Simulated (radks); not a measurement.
The numbers below are computed, except where a source is named.
Task: All-electron atom: La3.25+ in [Kr] 4d10 5s1.75 5p6 (fractional occupations, a model configuration). Level of theory: scalar-relativistic Kohn-Sham, r2SCAN, spin-unpolarised, spherical densities, finite nucleus; meta-GGA in the generalised Kohn-Sham scheme; Fermi nuclear charge, rms radius 4.855 fm (a radial shooting solver on a logarithmic mesh with Libxc functionals). Some entries of the table are withheld. Estimate them.

orbital,occ.,eigenvalue (hartree),<1/r> (bohr^-1),<r> (bohr)
1s,2,-1427.385,62.01,0.02507
2s,2,-228.7701,14.29,0.1074
2p,6,-205.0250,13.55,0.09426
3s,2,-49.98722,(1),0.2846
3p,6,-42.36017,4.909,0.2828
3d,10,-31.41363,4.647,0.2599
4s,2,-10.99530,2.146,0.6544
4p,6,(2),1.981,(3)
4d,10,-4.87521,1.724,0.7669
5s,1.75,-2.42314,0.8552,1.542
5p,6,-1.77937,0.7476,1.741

Result: 
(1) 3s <1/r> (bohr^-1): 5.187
(2) 4p eigenvalue (hartree): -8.49943
(3) 4p <r> (bohr): 0.6929
